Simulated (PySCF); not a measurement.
Compound: C4H8BFO2.
Z-matrix (Å and degrees, PBE0-D3(BJ)/def2-SVP geometry), rows numbered from 1:
```
O 
B   1  1.3669
O   2  1.3570  1  118.45
C   2  1.5747  1  121.43  3  -177.33
C   4  1.5457  2  123.45  1   167.65
C   5  1.5426  4   88.86  2  -141.24
C   6  1.5247  5   87.32  4    20.36
F   7  1.3716  4  116.53  2   -91.61
H   1  0.9626  2  112.58  3   177.44
H   3  0.9641  2  111.45  1     0.63
H   4  1.1050  2  110.75  1   -59.97
H   5  1.0985  4  117.35  2    98.08
H   5  1.1001  4  111.41  2   -27.43
H   6  1.1008  5  111.10  4   -89.09
H   6  1.1001  5  119.59  4   142.10
H   7  1.1048  4  112.34  2    32.93
```

Computed with PySCF 2.14.0, density-fitted response routines, TDDFT PBE0/def2-SVPD, vertical, gas phase, core orbitals frozen in the response.

Computed states:

| state | E (eV) | f |
| --- | --- | --- |
| S1 | 7.47 | 0.029 |
| S2 | 7.89 | 0.019 |
| S3 | 7.91 | 0.0046 |
| S4 | 8.05 | 0.0010 |
| S5 | 8.21 | 0.0006 |
| S6 | 8.32 | 0.0076 |
| S7 | 8.36 | 0.018 |
| S8 | 8.45 | 0.0090 |
| S9 | 8.59 | 0.015 |
| S10 | 8.72 | 0.033 |

Broadening: Gaussians 0.25 eV wide at half height, area fixed by f = 4.319×10⁻⁹ ∫ε dν̃. The width is an assumption, not a result. The curve ends short of the highest state used, and states not computed would add to its high-energy end.

Problem. Give the broadened spectrum and its maxima.

Solution. 
λ (nm), ε (L mol⁻¹ cm⁻¹) and a bar:
```
    152.7        711 #######
    153.2        759 #######
    153.7        919 #########
    154.2       1174 ###########
    154.7       1496 ##############
    155.2       1846 ##################
    155.8       2236 ######################
    156.3       2480 ########################
    156.8       2607 #########################
    157.3       2597 #########################
    157.8       2453 ########################
    158.3       2201 #####################
    158.8       1881 ##################
    159.4       1474 ##############
    159.9       1169 ###########
    160.4        934 #########
    160.9        796 ########
    161.4        768 #######
    161.9        855 ########
    162.4       1051 ##########
    163.0       1408 ##############
    163.5       1775 #################
    164.0       2165 #####################
    164.5       2533 #########################
    165.0       2834 ###########################
    165.5       3031 #############################
    166.0       3098 ##############################
    166.5       3028 #############################
    167.1       2780 ###########################
    167.6       2469 ########################
    168.1       2102 ####################
    168.6       1716 #################
    169.1       1345 #############
    169.6       1013 ##########
    170.1        733 #######
    170.7        473 #####
    171.2        315 ###
    171.7        202 ##
    172.2        125 #
    172.7         74 #
    173.2         43 
    173.7         24 
    174.3         11 
    174.8          6
```

Maxima: 166 nm (7.47 eV), ε about 3100, made up of S1 (100%); 157 nm (7.90 eV), ε about 2600, made up of S2 (80%) and S3 (19%) (ε in L mol⁻¹ cm⁻¹; maxima over ε = 5, shares over 10%). At its high-energy end, 8.12 eV, the curve is still rising (ε about 710, from S2, S4, S6 and S7).

Problem. Coming from long wavelengths, where does ε first pass 100 L mol⁻¹ cm⁻¹?

Solution. At about 172 nm (7.19 eV), 0.28 eV below S1.

Problem. Does any computed singlet lie in the visible range?

Solution. No computed singlet lies in the visible range (380 to 750 nm); the lowest, at 166 nm, stands 4.21 eV above its violet end (3.26 eV).

Problem. What would ε be at 7.47 eV, the highest of these maxima, with half the width (0.125 eV)?

Solution. About 6190 L mol⁻¹ cm⁻¹ against 3100, a factor of about 2.00; a lone state at its own centre would give exactly 2.

All these states lie below the vertical ionisation energy of 10.37 eV (ΔSCF).

One conformer stands for the species.

Without π bonds the low states are Rydberg-like; a valence basis with one diffuse set may place them up to an eV too high.
